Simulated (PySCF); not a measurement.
## How good is the calculation?

Molfile (atoms numbered from 1):
```
C7H5NS
     RDKit          3D

 14 14  0  0  0  0  0  0  0  0999 V2000
    4.8330   -0.6189    0.0657 S   0  0  0  0  0  0  0  0  0  0  0  0
    3.2673   -0.8148    0.0146 C   0  0  0  0  0  0  0  0  0  0  0  0
    2.0946   -1.0115   -0.0106 N   0  0  0  0  0  0  0  0  0  0  0  0
    0.7420   -0.8559   -0.1394 C   0  0  0  0  0  0  0  0  0  0  0  0
   -0.1090   -1.9477    0.0845 C   0  0  0  0  0  0  0  0  0  0  0  0
   -1.4841   -1.7881   -0.0477 C   0  0  0  0  0  0  0  0  0  0  0  0
   -2.0218   -0.5506   -0.4008 C   0  0  0  0  0  0  0  0  0  0  0  0
   -1.1736    0.5347   -0.6228 C   0  0  0  0  0  0  0  0  0  0  0  0
    0.2033    0.3910   -0.4947 C   0  0  0  0  0  0  0  0  0  0  0  0
    0.3252   -2.9100    0.3600 H   0  0  0  0  0  0  0  0  0  0  0  0
   -2.1428   -2.6417    0.1275 H   0  0  0  0  0  0  0  0  0  0  0  0
   -3.1024   -0.4312   -0.5034 H   0  0  0  0  0  0  0  0  0  0  0  0
   -1.5879    1.5069   -0.8997 H   0  0  0  0  0  0  0  0  0  0  0  0
    0.8757    1.2335   -0.6662 H   0  0  0  0  0  0  0  0  0  0  0  0
  1  2  2  0
  2  3  2  0
  3  4  1  0
  4  5  2  0
  5  6  1  0
  6  7  2  0
  7  8  1  0
  8  9  2  0
  9  4  1  0
  5 10  1  0
  6 11  1  0
  7 12  1  0
  8 13  1  0
  9 14  1  0
M  END
```

Computational details: GIAO PBE0/pcSseg-1 shieldings, PBE0-D3(BJ)/def2-SVP structure, in PySCF (single conformer, no relativistic terms, equivalent nuclei averaged, isolated molecule).

Reference values: estimated from measurements, as parent shift plus tabulated substituent increment (solution, not stated per compound (mostly CDCl3 or CCl4); Pretsch, Buehlmann, Badertscher, Structure Determination of Organic Compounds, 4th ed. (2009)).
```json
{"atoms": "C6/C8", "quantity": "δ 13C", "reference": "129.8", "computed": "135.0", "computed, scaled": "129.9"}
{"atoms": "C7", "quantity": "δ 13C", "reference": "127.5", "computed": "131.7", "computed, scaled": "126.7"}
{"atoms": "C5/C9", "quantity": "δ 13C", "reference": "125.8", "computed": "133.3", "computed, scaled": "128.2"}
{"atoms": "H11/H13", "quantity": "δ 1H", "reference": "7.38", "computed": "7.45", "computed, scaled": "7.28"}
{"atoms": "H12", "quantity": "δ 1H", "reference": "7.32", "computed": "7.31", "computed, scaled": "7.15"}
{"atoms": "H10/H14", "quantity": "δ 1H", "reference": "7.23", "computed": "7.31", "computed, scaled": "7.15"}
```

Computed shifts are σ(ref) − σ with the named reference compound (TMS for H and C) calculated as an isolated molecule at the same level. The measured values may be among those fitted. Empirical linear scaling, fitted to shifts measured mostly in CDCl3 for H and C (δ vs TMS): 13C: δ = 177.62 − 0.967σ (rms 1.9 ppm, 903 shifts, 2.3 ppm with the 23 outliers that the fit left out); 1H: δ = 29.91 − 0.950σ (rms 0.21 ppm, 511 shifts, 0.22 ppm with the 3 outliers that the fit left out). Occasional misses reach two or three times the rms, and more in compound classes unlike the fitted ones.

(1) How far are the unscaled 13C shifts from the references?

(2) How far are the unscaled 1H shifts from the references?

Results:

(1) Mean signed difference +5.63 ppm, mean absolute 5.63 ppm over 3 comparisons; the largest is +7.5 ppm at C5/C9 (aromatic CH).

(2) Mean signed difference +0.05 ppm, mean absolute 0.05 ppm over 3 comparisons; the largest is +0.08 ppm at H10/H14 (hydrogen on an aromatic CH).

6 of the 12 published NMR values on file for this molecule are compared.
